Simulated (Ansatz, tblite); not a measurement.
Forces on Sn27H34, a nanocrystal cut from hexagonal tin at its r2SCAN-D4/def2-SVP geometry. Charge 0, multiplicity 1.

In the def2 sets Sn takes a core potential; there is no spin–orbit coupling. The xTB rows come from tblite. B3LYP takes the VWN-RPA correlation. Single mean-field runs in def2-SVP are fitted with def2-universal-jkfit.

GFN2-xTB (tblite), largest force 0.42 eV/Å:

```xyz
61
positions Å, forces eV/Å
Sn    0.691    4.644   -2.737   -0.019   -0.031    0.103
Sn    2.698    3.554   -1.119   -0.109    0.175    0.007
Sn    2.503    4.382    1.559    0.107   -0.153    0.005
Sn    2.919   -0.121   -3.911   -0.151   -0.092   -0.054
Sn    2.576    0.745   -1.253    0.356    0.093   -0.201
Sn    4.571   -0.359    0.397    0.046   -0.151    0.134
Sn    1.952    2.172    3.198    0.166    0.061   -0.047
Sn    4.295    0.639    3.010   -0.038    0.146   -0.110
Sn    4.420   -3.152    0.284   -0.067    0.061    0.069
Sn   -1.822    3.807   -1.831    0.122    0.162    0.042
Sn   -2.367    4.655    0.792   -0.119   -0.145   -0.029
Sn   -1.574    0.134   -4.622    0.153   -0.111   -0.006
Sn    0.668   -1.535   -4.792   -0.011    0.024    0.076
Sn   -1.971    1.000   -1.971   -0.266    0.129   -0.297
Sn    0.045   -0.107   -0.330    0.005   -0.008   -0.026
Sn   -2.587    2.427    2.484   -0.136    0.077   -0.096
Sn   -0.326    0.752    2.346   -0.051    0.120    0.369
Sn    0.276   -3.747   -3.120    0.026    0.152   -0.109
Sn   -0.094   -2.926   -0.451   -0.010   -0.409   -0.089
Sn    1.916   -4.010    1.195    0.183    0.036    0.092
Sn   -0.713   -1.494    4.003   -0.011   -0.184    0.006
Sn    1.436   -3.294    3.870   -0.170   -0.037   -0.069
Sn   -4.482    0.149   -1.028   -0.101   -0.144    0.111
Sn   -4.911    1.154    1.561    0.082    0.140   -0.089
Sn   -4.611   -2.645   -1.136    0.045    0.054    0.085
Sn   -2.616   -3.755    0.484   -0.196    0.057    0.032
Sn   -2.901   -3.051    3.190    0.177   -0.057   -0.014
H     0.791    6.363   -2.763    0.005   -0.251   -0.117
H     0.914    4.089   -4.354   -0.010    0.165    0.126
H     4.240    4.048   -1.725   -0.185   -0.140    0.056
H     4.017    5.046    2.046   -0.294    0.008   -0.051
H     1.330    5.630    1.727    0.200   -0.036    0.021
H     3.198    1.244   -4.926    0.075   -0.212    0.189
H     4.323   -1.116   -4.011   -0.146    0.254    0.009
H     6.106    0.148   -0.215   -0.236   -0.034    0.016
H     1.716    2.691    4.830   -0.033   -0.094   -0.201
H     5.636    1.665    3.357   -0.176   -0.236    0.043
H     4.332   -0.641    4.159    0.104    0.167   -0.058
H     4.620   -3.655   -1.352    0.076   -0.012    0.195
H     5.684   -3.870    1.207   -0.137    0.048   -0.236
H    -3.041    4.455   -2.873    0.143   -0.158    0.110
H    -1.174    5.769    1.333   -0.200   -0.012   -0.043
H    -3.876    5.487    0.803    0.293   -0.023    0.042
H    -1.372    1.505   -5.645   -0.155   -0.198    0.152
H    -2.979   -0.701   -5.166    0.162    0.237    0.057
H     0.896   -2.058   -6.423   -0.016    0.036    0.114
H    -2.807    2.946    4.118    0.082   -0.100   -0.183
H     1.630   -4.809   -3.209   -0.280    0.069    0.050
H    -1.101   -4.645   -3.637    0.258    0.037    0.135
H     1.831   -5.732    1.073   -0.043    0.232   -0.042
H    -0.938   -0.962    5.632    0.035    0.000   -0.221
H     2.862   -2.662    4.597   -0.132   -0.157    0.012
H     1.005   -4.710    4.754    0.168    0.240   -0.061
H    -5.693    0.810   -2.071    0.214   -0.059    0.086
H    -6.176    2.324    1.500    0.130   -0.253    0.091
H    -5.435   -0.096    2.621   -0.061    0.176   -0.086
H    -4.355   -3.153   -2.763   -0.131    0.000    0.162
H    -6.168   -3.205   -0.659    0.209    0.030   -0.180
H    -2.687   -5.478    0.363    0.079    0.225   -0.022
H    -4.403   -2.258    3.459    0.103   -0.169    0.049
H    -2.916   -4.491    4.138   -0.114    0.254   -0.105
```

PBE-D4/def2-SVP (Ansatz), largest force 0.20 eV/Å:

```
Sn -0.016 -0.063 0.079
Sn -0.081 -0.047 0.045
Sn -0.040 -0.094 -0.041
Sn -0.085 -0.011 0.076
Sn -0.037 -0.011 0.016
Sn -0.099 -0.009 0.031
Sn -0.019 -0.044 -0.088
Sn -0.081 -0.008 -0.074
Sn -0.080 0.063 0.030
Sn 0.058 -0.053 0.065
Sn 0.041 -0.102 -0.027
Sn 0.059 -0.019 0.100
Sn -0.011 0.024 0.078
Sn 0.028 -0.015 0.029
Sn 0.000 0.004 0.011
Sn 0.039 -0.047 -0.081
Sn 0.006 -0.012 -0.044
Sn -0.003 0.104 0.051
Sn 0.001 0.042 0.007
Sn -0.016 0.103 0.005
Sn 0.016 0.003 -0.099
Sn -0.034 0.055 -0.086
Sn 0.084 -0.021 0.060
Sn 0.096 -0.018 -0.043
Sn 0.070 0.054 0.053
Sn 0.026 0.100 0.012
Sn 0.065 0.049 -0.071
H 0.012 0.191 -0.005
H 0.025 -0.066 -0.181
H 0.170 0.055 -0.070
H 0.171 0.072 0.054
H -0.146 0.134 0.016
H 0.028 0.153 -0.112
H 0.155 -0.113 -0.009
H 0.170 0.054 -0.069
H -0.025 0.059 0.182
H 0.149 0.116 0.037
H -0.008 -0.153 0.127
H 0.022 -0.055 -0.183
H 0.144 -0.083 0.099
H -0.132 0.072 -0.115
H 0.147 0.120 0.061
H -0.172 0.093 0.002
H 0.023 0.153 -0.113
H -0.157 -0.095 -0.060
H 0.026 -0.058 -0.183
H -0.026 0.059 0.181
H 0.154 -0.117 -0.009
H -0.155 -0.098 -0.057
H -0.008 -0.189 -0.015
H -0.025 0.057 0.182
H 0.163 0.083 0.074
H -0.050 -0.157 0.098
H -0.134 0.071 -0.117
H -0.139 0.132 -0.009
H -0.047 -0.150 0.119
H 0.031 -0.056 -0.183
H -0.174 -0.064 0.050
H -0.009 -0.190 -0.015
H -0.169 0.103 0.022
H 0.002 -0.161 0.105
```

B3LYP-D4/def2-SVP (Ansatz), largest force 0.07 eV/Å:

```
Sn 0.004 0.007 -0.025
Sn 0.018 -0.031 0.000
Sn -0.033 0.037 0.001
Sn 0.022 0.019 0.022
Sn -0.049 -0.014 0.020
Sn -0.011 0.027 -0.022
Sn -0.048 -0.016 0.019
Sn 0.002 -0.039 0.030
Sn 0.009 -0.013 -0.017
Sn -0.019 -0.028 -0.008
Sn 0.036 0.028 0.012
Sn -0.022 0.022 0.016
Sn 0.005 -0.015 -0.042
Sn 0.037 -0.020 0.036
Sn -0.002 0.007 0.021
Sn 0.036 -0.020 0.030
Sn 0.008 -0.017 -0.059
Sn -0.007 -0.017 0.030
Sn 0.002 0.055 0.008
Sn -0.031 -0.003 -0.016
Sn 0.003 0.052 0.004
Sn 0.043 0.015 0.020
Sn 0.020 0.024 -0.017
Sn -0.018 -0.038 0.030
Sn -0.009 -0.012 -0.020
Sn 0.035 -0.008 -0.006
Sn -0.045 0.020 0.006
H 0.005 0.071 -0.006
H 0.010 -0.025 -0.068
H 0.057 0.017 -0.024
H 0.063 0.028 0.021
H -0.053 0.041 0.003
H 0.011 0.057 -0.041
H 0.058 -0.041 -0.003
H 0.056 0.018 -0.024
H -0.009 0.020 0.062
H 0.056 0.043 0.015
H -0.007 -0.054 0.039
H 0.010 -0.021 -0.068
H 0.056 -0.034 0.032
H -0.044 0.023 -0.038
H 0.054 0.038 0.018
H -0.065 0.037 0.003
H 0.006 0.056 -0.042
H -0.059 -0.034 -0.023
H 0.009 -0.020 -0.062
H -0.008 0.019 0.062
H 0.057 -0.045 -0.002
H -0.057 -0.037 -0.020
H -0.003 -0.062 -0.005
H -0.009 0.020 0.061
H 0.054 0.031 0.019
H -0.018 -0.057 0.038
H -0.044 0.024 -0.040
H -0.052 0.049 -0.002
H -0.010 -0.053 0.037
H 0.011 -0.021 -0.069
H -0.066 -0.026 0.015
H -0.002 -0.063 -0.005
H -0.056 0.039 0.002
H 0.000 -0.060 0.040
```
